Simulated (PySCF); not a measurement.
Si(NMe2)(SH) (C₂H₇NSSi), SMILES CN([Si]S)C (connectivity only; charge and spin as stated), neutral, multiplicity 1. Atoms are numbered in the order given.

```xyz
12

Si     1.0764     0.2925     0.0000
N     -0.0658    -1.0193     0.0000
C     -1.5204    -0.9986     0.0000
C      0.4805    -2.3731     0.0000
H     -1.9182    -1.5142    -0.8931
H     -1.9182    -1.5142     0.8931
H     -1.8982     0.0325     0.0000
H      0.1525    -2.9341     0.8941
H      0.1525    -2.9341    -0.8941
H      1.5810    -2.3325     0.0000
S     -0.3244     1.9735     0.0000
H      0.6692     2.8903     0.0000
```
Charge 0, spin multiplicity 1.

Coordinates come from a TPSSh-D3(BJ)/def2-SVP optimisation. The structure was generated by enumeration; whether it is a known compound was not checked. One conformer was computed; it need not be the lowest.

Level of theory: PySCF with KT2/pcSseg-1.

GIAO shieldings, no solvent; atoms listed in one row are averaged. δ = σ(ref) − σ: ²⁹Si against TMS (σ = 361.9 ppm); ¹⁵N against NH3 (σ = 266.2 ppm); ¹³C against TMS (σ = 185.1 ppm); ¹H against TMS (σ = 31.47 ppm); ³³S against H2S (σ = 723.0 ppm), references at their B3LYP-D3(BJ)/def2-TZVP geometries, non-relativistic.

```json
[
 {"nucleus": "²⁹Si", "atoms": "Si1", "count": "1", "δ (ppm)": "205.6"},
 {"nucleus": "¹⁵N", "atoms": "N2", "count": "1", "δ (ppm)": "171.4"},
 {"nucleus": "¹³C", "atoms": "C4", "count": "1", "δ (ppm)": "48.3"},
 {"nucleus": "¹³C", "atoms": "C3", "count": "1", "δ (ppm)": "45.2"},
 {"nucleus": "¹H", "atoms": "H5, H6, H7", "count": "3", "δ (ppm)": "3.57"},
 {"nucleus": "¹H", "atoms": "H8, H9, H10", "count": "3", "δ (ppm)": "3.41"},
 {"nucleus": "¹H", "atoms": "H12", "count": "1", "δ (ppm)": "2.77"},
 {"nucleus": "³³S", "atoms": "S11", "count": "1", "δ (ppm)": "276.8"}
]
```
